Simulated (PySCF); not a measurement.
octasulfur (S8), singlet, at a GFN2-xTB geometry; SVWN5/STO-3G run with PySCF.

The PySCF input:
```python
from pyscf import gto, scf, dft

mol = gto.M(
    atom='''
S     1.75411790   -1.78962887    0.07332880
S     1.52958456   -0.06385551    1.13564303
S     1.91565693    1.61650911    0.04727578
S     0.12771566    2.07563782   -0.95606029
S    -1.36295301    1.78306853    0.41879447
S    -2.36887737    0.11051203   -0.23977795
S    -1.52527058   -1.63948521    0.44497305
S    -0.06997411   -2.09275791   -0.92417688
''',
    basis='sto-3g',
    verbose=4,
)

mf = dft.RKS(mol)
mf.xc = 'lda,vwn'
mf.init_guess = 'mod_huckel'
mf.kernel()
```

Output, abridged:

```
PySCF version 2.14.0

[INPUT] verbose = 4
[INPUT] num. atoms = 8
[INPUT] num. electrons = 128
[INPUT] charge = 0
[INPUT] spin (= nelec alpha-beta = 2S) = 0
[INPUT] symmetry False subgroup None
[INPUT] Mole.unit = angstrom
[INPUT] Symbol           X                Y                Z      unit          X                Y                Z       unit  Magmom
[...]
nuclear repulsion = 1236.82230582794
number of shells = 40
number of NR pGTOs = 216
number of NR cGTOs = 72
basis = sto-3g
ecp = {}

******** <class 'pyscf.dft.rks.RKS'> ********
method = RKS
initial guess = mod_huckel
damping factor = 0
level_shift factor = 0
DIIS = <class 'pyscf.scf.diis.CDIIS'>
diis_start_cycle = 1
diis_space = 8
diis_damp = 0
SCF conv_tol = 1e-09
SCF conv_tol_grad = None
SCF max_cycles = 50
direct_scf = True
direct_scf_tol = 1e-13
XC library pyscf.dft.libxc version 7.1.2
    S. Lehtola, C. Steigemann, M. J. T. Oliveira, and M. A. L. Marques,  SoftwareX 7, 1–5 (2018)
XC functionals = lda,vwn
    P. A. M. Dirac,  Math. Proc. Cambridge Philos. Soc. 26, 376 (1930)
    F. Bloch,  Z. Phys. 57, 545 (1929)
    S. H. Vosko, L. Wilk, and M. Nusair,  Can. J. Phys. 58, 1200 (1980)
radial grids:
    Treutler-Ahlrichs [JCP 102, 346 (1995); DOI:10.1063/1.469408] (M4) radial grids

becke partition: Becke, JCP 88, 2547 (1988); DOI:10.1063/1.454033
pruning grids: <function nwchem_prune>
grids dens level: 3
symmetrized grids: False
atomic radii adjust function: <function treutler_atomic_radii_adjust>
small_rho_cutoff = 0
Set gradient conv threshold to 3.16228e-05
Initial guess from on-the-fly Huckel, doi:10.1021/acs.jctc.8b01089,
employing the updated GWH rule from doi:10.1021/ja00480a005.
Spherically averaged atomic HF for {'S'}

******** <class 'pyscf.scf.atom_hf.AtomSphAverageRHF'> ********
method = AtomSphAverageRHF
initial guess = minao
damping factor = 0
level_shift factor = 0
DIIS = <class 'pyscf.scf.diis.CDIIS'>
diis_start_cycle = 1
diis_space = 8
diis_damp = 0
SCF conv_tol = 1e-09
SCF conv_tol_grad = None
SCF max_cycles = 50
direct_scf = True
direct_scf_tol = 1e-13
atom = S
Set gradient conv threshold to 3.16228e-05
Initial guess from minao.
init E= -392.475165763594
cycle= 1 E= -392.767621742061  delta_E= -0.292  |g|=    0  |ddm|= 0.135
cycle= 2 E= -392.767648508034  delta_E= -2.68e-05  |g|=    0  |ddm|= 0.00264
cycle= 3 E= -392.767648513484  delta_E= -5.45e-09  |g|=    0  |ddm|= 3.82e-05
cycle= 4 E= -392.767648513483  delta_E= 1.14e-13  |g|=    0  |ddm|= 1.66e-09
Extra cycle  E= -392.767648513484  delta_E= -1.14e-13  |g|=    0  |ddm|= 1.59e-09
Atomic HF for atom  S  converged. SCF energy = -392.767648513484

[...]
tot grids = 151040
init E= -3138.38477578617
[...]
cycle= 1 E= -3139.1553474022  delta_E= -0.771  |g|= 0.097  |ddm|= 4.79
[...]
cycle= 2 E= -3139.15567604686  delta_E= -0.000329  |g|= 0.12  |ddm|= 0.678
[...]
cycle= 3 E= -3139.16196102443  delta_E= -0.00628  |g|= 0.0408  |ddm|= 0.351
[...]
cycle= 4 E= -3139.1626956062  delta_E= -0.000735  |g|= 0.013  |ddm|= 0.11
[...]
cycle= 5 E= -3139.16277669608  delta_E= -8.11e-05  |g|= 0.00249  |ddm|= 0.0354
[...]
cycle= 6 E= -3139.16277969497  delta_E= -3e-06  |g|= 0.000919  |ddm|= 0.00817
[...]
cycle= 7 E= -3139.162780115  delta_E= -4.2e-07  |g|= 8.27e-05  |ddm|= 0.00227
[...]
cycle= 8 E= -3139.1627801179  delta_E= -2.9e-09  |g|= 3.99e-05  |ddm|= 0.000328
[...]
cycle= 9 E= -3139.16278011901  delta_E= -1.11e-09  |g|= 4.25e-06  |ddm|= 0.000143
[...]
cycle= 10 E= -3139.16278011902  delta_E= -9.09e-12  |g|= 2.88e-07  |ddm|= 1.59e-05
[...]
Extra cycle  E= -3139.162780119  delta_E= 1.55e-11  |g|= 2.58e-07  |ddm|= 1.8e-06
converged SCF energy = -3139.162780119
```
